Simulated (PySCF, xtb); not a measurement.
Si(H)(NH2)3 (H₇N₃Si), SMILES N[SiH](N)N.

GFN2-xTB (xtb) at its own geometry gives an orbital gap of 6.98 eV and a dipole moment of 1.36 D.

Coordinates come from a PBE0-D3(BJ)/def2-SVP optimisation. Other conformers were not sampled.

What does PBE/def2-TZVP (PySCF) give? (The exact figures need the calculation; the answer reports its results.)

gap 5.64 eV (levels -5.39 and 0.24 eV), dipole 1.12 D.
